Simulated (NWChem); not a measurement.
**Correlation energy of Br (+1)**

```xyz
1

Br     0.0000     0.0000     0.0000
```
Charge +1, spin multiplicity 3.

All runs are NWChem calculations.

Basis set: def2-TZVP. Each correlation energy counts from its own Hartree-Fock reference.

The Hamiltonian is non-relativistic. The correlated methods keep 9 core orbitals frozen. No SCF solution was tested for a lower state. Open-shell Hartree-Fock references start from PBE0 orbitals. Coupled-cluster values serve here as a point of comparison, not as the truth.

### Question
One of these methods gave a correlation energy of -213.3 mHa. Which?
A. UMP2
B. CCSD[T] on UHF
C. SCS-UMP2
D. CCSD on UHF

### Answer
A, UMP2. The others give -199.2 (SCS-UMP2), -225.8 (CCSD on UHF), -231.5 (CCSD[T] on UHF).
